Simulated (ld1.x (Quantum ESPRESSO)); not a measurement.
**indium (In): from the effect back to the setting (TM)**

Base potential:

ld1.x (Quantum ESPRESSO) 7.5 input, shortened:

```
&input
   title='In', zed=49., rel=2, dft='PBE', iswitch=3,
   config='[Kr] 4d10 5s2 5p0.5 5d-2', rel_dist='average'
 /
 &inputp
   pseudotype=2, tm=.true., lloc=0,
   nlcc=.true., new_core_ps=.true., rcore=1.75
 /
3
5P  2  1   0.50   0.00  2.55  2.55  0.0
5D  3  2  -2.00  -0.10  2.75  2.75  0.0
5S  1  0   2.00   0.00  2.30  2.30  0.0
 &test
   configts(1)='5s2 5p0.5'
 /
```

Open shells are filled in proportion to 2j + 1 (rel_dist='average').

Cutoffs, loose and tight: the cutoffs (Ry, on a coarse ladder) from which the occupation-weighted sum of valence levels, in a spherical-Bessel basis at the reference potential, stays within 10 and 1 mRy of its value at 400 Ry. They do not see the model core or the augmentation charge, which bear on the density cutoff. Test errors are all-electron minus pseudo excitation energies from the reference, over the configurations 5s2 5p1; 5s2 5p0; 5s1 5p0; 5s1 5p2; 5s2 5p1.3; 5s0 5p3; 5s1 5p1; variants that change the core or the reference have their own tests.

Only the scale of all radii but the core radius (base = 1) is moved:

```tsv
scale of all radii but the core radius (base = 1)	cutoff, loose	cutoff, tight	bound ghosts	largest test error (meV)	median size of the test errors
0.74	30 Ry	70 Ry	d3/2, d5/2	-170	12.5 meV
0.83	18 Ry	30 Ry	d3/2, d5/2	-170	13.7 meV
0.94	18 Ry	30 Ry	d3/2, d5/2	-169	14.8 meV
1.11	10 Ry	21 Ry	none	-172	18.2 meV
1.2	8 Ry	18 Ry	none	-177	21.6 meV
1.32	8 Ry	18 Ry	none	-190	29.3 meV
1.38	6 Ry	15 Ry	none	-200	34.8 meV
```

Q: One more run gave cutoff, loose: 18 Ry; cutoff, tight: 25 Ry; bound ghosts: d3/2, d5/2; largest test error (meV): -169; median size of the test errors: 15.6 meV. Which value of the scale of all radii but the core radius (base = 1) was used?

A: 1.01. The median size of the test errors moves one way along this sweep, from 12.5 meV at 0.74 to 34.8 meV at 1.38, which places the run between 0.94 and 1.11.
